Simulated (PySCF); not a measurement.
## GaI: a base run and its variants

Base input, run as `OMP_NUM_THREADS=1 python input.py` with PySCF 2.14:

```python
from pyscf import gto, scf, mp

mol = gto.M(
    atom='Ga 0 0 0; I 0 0 2.641',
    basis='sbkjc',
    ecp={'Ga': 'sbkjc', 'I': 'sbkjc'},
    charge=0,
    spin=0,
    verbose=4,
)
mf = scf.RHF(mol)
mf.kernel()
mp.MP2(mf).kernel()
mf.dip_moment()
print('orbital energies (hartree):', mf.mo_energy[..., max(0, mol.nelec[1]-3):mol.nelec[0]+3].round(4))
```

Base result: E(SCF) = -268.439626 Eh, 13 cycles, E(MP2) − E(SCF) = -0.40301 Eh, μz(SCF) = -4.20 D. Stability towards an unrestricted solution was not tested. The bond length is a typed value, not an optimised one.

It ran on Intel Xeon 6975P-C (1 thread, shared host) in 0.63 s, peak memory 0.12 GiB.

Each row names what differs from the base; energies in brackets are changes from the base.

| change | result | wall time (s) |
| --- | --- | --- |
| geometry: bond 2.641 → bond 10 [unsound on purpose] [stretched restricted solution, likely unstable] | E(SCF) = -268.283478 Eh (+4.2490 eV), E(MP2) − E(SCF) = -0.38519 Eh, μz(SCF) = -47.87 D | 0.58 |
| spin (2S): 0 → 86 [unsound on purpose] [runs as restricted open-shell] | stops with AssertionError | 0.36 |
| geometry: bond 2.641 → bond 2.958 | E(SCF) = -268.432443 Eh (+0.1955 eV), 13 cycles, E(MP2) − E(SCF) = -0.39952 Eh, μz(SCF) = -6.69 D | 0.59 |
| length unit: angstrom → bohr [unsound on purpose] | E(SCF) = -267.095768 Eh (+36.5682 eV), 11 cycles, E(MP2) − E(SCF) = -0.42424 Eh, μz(SCF) = 3.64 D | 0.6 |
| charge: 0 → -1; spin (2S): 0 → 1; SCF type: RHF → UHF [another spin of the ion may lie lower] [no diffuse functions for the anion] | E(SCF) = -268.432721 Eh (+0.1879 eV), 15 cycles, E(MP2) − E(SCF) = -0.40182 Eh, ⟨S²⟩ = 0.757 | 0.65 |
| charge: 0 → 1; spin (2S): 0 → 1; SCF type: RHF → UHF [another spin of the ion may lie lower] | E(SCF) = -268.133341 Eh (+8.3344 eV), 15 cycles, E(MP2) − E(SCF) = -0.38708 Eh, ⟨S²⟩ = 0.802 | 0.64 |
| geometry: bond 2.641 → bond 2.456 | E(SCF) = -268.433229 Eh (+0.1741 eV), 13 cycles, E(MP2) − E(SCF) = -0.40585 Eh, μz(SCF) = -2.70 D | 0.57 |
| charge: 0 → 2; SCF type: RHF → UHF [another spin of the ion may lie lower] | E(SCF) = -267.545099 Eh (+24.3413 eV), 13 cycles, E(MP2) − E(SCF) = -0.38901 Eh | 0.63 |
| convergence threshold: default → 0.001 [unsound on purpose] | E(SCF) = -268.439624 Eh (+0.0001 eV), 8 cycles, E(MP2) − E(SCF) = -0.40307 Eh, μz(SCF) = -4.22 D | 0.56 |
| geometry: bond 2.641 → bond 2.324 | E(SCF) = -268.418858 Eh (+0.5651 eV), 13 cycles, E(MP2) − E(SCF) = -0.40843 Eh, μz(SCF) = -1.64 D | 0.59 |
| spin (2S): 0 → 2; SCF type: RHF → UHF [a high spin state] | E(SCF) = -268.347575 Eh (+2.5048 eV), 15 cycles, E(MP2) − E(SCF) = -0.38731 Eh, ⟨S²⟩ = 2.022, μz(SCF) = -2.63 D | 0.64 |
| functional: none (Hartree–Fock) → mn15l; SCF type: RHF → RKS; step after the SCF: mp2 → analyze | E(SCF) = -268.628225 Eh, 13 cycles, μz(SCF) = -3.51 D | 2 |
| initial guess: minao → hcore | E(SCF) = -268.439626 Eh (+0.0000 eV), 13 cycles, E(MP2) − E(SCF) = -0.40301 Eh, μz(SCF) = -4.20 D | 0.61 |
| step after the SCF: mp2 → polarizability | E(SCF) = -268.439626 Eh (+0.0000 eV), 13 cycles, μz(SCF) = -4.20 D, α(xx, yy, zz) = 27.3, 27.3, 93.3 bohr³ | 0.59 |
| step after the SCF: mp2 → frequency [not at a minimum] | E(SCF) = -268.439626 Eh (+0.0000 eV), 13 cycles, μz(SCF) = -4.20 D, wavenumbers 204 cm⁻¹ | 6.1 |
| functional: none (Hartree–Fock) → tpss; SCF type: RHF → RKS; step after the SCF: mp2 → analyze | E(SCF) = -269.768210 Eh, 13 cycles, μz(SCF) = -3.37 D | 2 |
| functional: none (Hartree–Fock) → wb97x; SCF type: RHF → RKS; step after the SCF: mp2 → analyze | E(SCF) = -269.858911 Eh, 12 cycles, μz(SCF) = -4.11 D | 1.8 |

**Question.** Order these changes by how far they move the SCF energy from the base, largest first: (1) geometry: bond 2.641 → bond 2.324; (2) geometry: bond 2.641 → bond 2.456; (3) geometry: bond 2.641 → bond 2.958; (4) initial guess: minao → hcore.

**Answer.** (1) +0.5651 eV, (3) +0.1955 eV, (2) +0.1741 eV, (4) +0.0000 eV.
